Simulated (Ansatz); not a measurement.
All numbers were calculated with Ansatz.

A structure relaxed at PBE0-D4/def2-TZVP, charge 0, multiplicity 1:

| atom | x (Å) | y (Å) | z (Å) |
| --- | --- | --- | --- |
| B1 | -1.041 | 0.312 | -0.580 |
| C2 | 0.396 | 0.017 | -1.135 |
| N3 | 1.170 | -0.270 | -0.154 |
| C4 | 0.412 | -0.206 | 1.053 |
| O5 | -0.934 | 0.152 | 0.760 |
| H6 | -2.073 | 0.615 | -1.089 |
| H7 | 0.807 | 0.017 | -2.141 |
| H8 | 0.421 | -1.178 | 1.557 |
| H9 | 0.840 | 0.541 | 1.729 |

Q: Give its formula and SMILES.

A: C2H4BNO, `B1C=NCO1`.

Q: Point group (tolerance 0.08 Å, 0.16 Å for H)?

A: Cs.

Q: Summarise the bond lengths by kind.

A: 1 × B–C 1.568 Å; 1 × B–O 1.354 Å; 1 × B–H 1.190 Å; 2 × C–N 1.282 to 1.427 Å; 3 × C–H 1.087 to 1.094 Å; 1 × C–O 1.424 Å.
